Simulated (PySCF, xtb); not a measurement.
OZn, SMILES [O]=[Zn].

Harmonic wavenumbers (cm⁻¹) from GFN2-xTB run with xtb at its own minimum, in rising order: 691.

Question: What does PBE-D3(BJ)/def2-TZVPD run with PySCF 2.14.0 give at its own minimum? (An estimate is asked for; the answer gives what the named calculation found.)

Answer: 739. Paired by order, the mean absolute difference is 47 cm⁻¹ and the zero-point energies are 1.0 and 1.1 kcal/mol.
